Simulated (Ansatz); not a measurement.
Consider the substitution at a C–C bond: `C[CH]([AlH2])CN` + H–F → `NCF` + `C[CH2][AlH2]`.

Calculated with Ansatz (gas phase, PBE0-D4/def2-TZVP geometries, no zero-point term in ΔE). CCSD(T)/CBS is the MP2 limit (def2-TZVPP, def2-QZVPP) plus CCSD(T) − MP2 in def2-TZVPP, frozen cores. This one scheme is used for every species. Each species was taken in one conformer, which may not be the lowest.

```json
{"level": "MP2/CBS(def2)", "ΔE (kJ/mol)": "15.7"}
{"level": "CCSD/CBS(def2)", "ΔE (kJ/mol)": "3.4"}
```

(1) What does CCSD(T)/CBS give? (An estimate is asked.)

Largest T1 diagnostic among the species: 0.011.

Results:

(1) The calculation gave: +6.7 kJ/mol. The listed levels differ from it by 9.0, -3.3 kJ/mol.

In def2-TZVPP, CCSD(T) changes the Hartree–Fock value by +33.1 kJ/mol (the triples alone add +3.3 kJ/mol) and MP2 by +42.1 kJ/mol. The D4 term adds +13.3 kJ/mol with B3LYP and +7.5 kJ/mol with PBE0; it sums over pairs of atoms, weighted by their polarisabilities, and B3LYP, whose exchange is more repulsive, gets the larger term.

B3LYP here is the variant with VWN-RPA as its local correlation; programs differ in this.
